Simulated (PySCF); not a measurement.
## Worked example: chemical shift, span and skew from a shielding tensor

CH7FOSi2, SMILES O([SiH2]C)[SiH2]F. Atoms are numbered in the order given.

```xyz
12

Si     1.3788    -0.8422    -0.2039
F      1.0513    -0.1712    -1.6539
O      0.3642    -0.1801     0.8991
Si    -0.9707     0.8339     0.9169
C     -2.1313     0.3661    -0.4702
H      1.1395    -2.3001    -0.3259
H      2.7862    -0.5258     0.1330
H     -1.6155     0.6798     2.2495
H     -0.5056     2.2422     0.7588
H     -1.6014     0.4218    -1.4344
H     -2.9983     1.0452    -0.5090
H     -2.5059    -0.6619    -0.3401
```

Geometry optimised at ωB97X-D3(BJ)/def2-SVP. This is a generated structure with no PubChem entry under its InChIKey; it may be hypothetical. One conformer was computed; it need not be the lowest.

GIAO shieldings from HF/pcSseg-1 run with PySCF, non-relativistic, no solvent. The symmetric part of the tensor of F2 has the principal values 311.7, 382.6, 427.2 ppm. The same nucleus in CFCl3 has σ = 238.5 ppm at this level (PySCF, at its B3LYP-D3(BJ)/def2-TZVP geometry).

Q: Work out the isotropic shielding, the ¹⁹F shift against CFCl3, the span and the skew.

A: 
σ(iso) = (σ11 + σ22 + σ33)/3 = 373.8 ppm. δ = σ(ref) − σ(iso) = 238.5 − (373.8) = -135.3 ppm.
Span Ω = σ33 − σ11 = 115.5 ppm. Skew κ = 3(σ(iso) − σ22)/Ω = -0.23. Tumbling in solution averages the tensor to δ; in a static solid the shielding alone would spread this spin-1/2 line over Ω.
